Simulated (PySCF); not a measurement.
B(F)(OMe)2 (C2H6BFO2), SMILES O(C)B(F)OC. Atoms are numbered in the order given.

```xyz
12

B     -0.3069     0.0306     0.3249
F     -0.6823    -0.2855     1.5724
O      0.8787    -0.3993    -0.1783
C      1.7835    -1.1922     0.5657
H      1.3853    -1.4393     1.5618
H      1.9828    -2.1258     0.0166
H      2.7337    -0.6477     0.6845
O     -1.1478     0.7895    -0.4137
C     -0.8030     1.1505    -1.7363
H     -0.6689     0.2601    -2.3725
H     -1.6197     1.7631    -2.1446
H      0.1318     1.7345    -1.7617
```
Charge 0, spin multiplicity 1.

Geometry: ωB97X-D3(BJ)/def2-SVP. The values are those of a single conformer.

Computed with PBE0/pcSseg-1 in PySCF.

GIAO shieldings, no solvent; atoms listed in one row are averaged. δ = σ(ref) − σ: ¹¹B against BF3 (σ = 88.8 ppm); ¹⁹F against CFCl3 (σ = 167.2 ppm); ¹⁷O against H2O (σ = 334.2 ppm); ¹³C against TMS (σ = 186.3 ppm); ¹H against TMS (σ = 31.56 ppm), references at their B3LYP-D3(BJ)/def2-TZVP geometries, non-relativistic.

```csv
nucleus,atoms,count,δ (ppm)
¹¹B,B1,1,4.2
¹⁹F,F2,1,-149.8
¹⁷O,"O3, O8",2,68.2
¹³C,"C4, C9",2,55.3
¹H,"H5, H6, H7",3,4.07
¹H,"H10, H11, H12",3,3.85
```
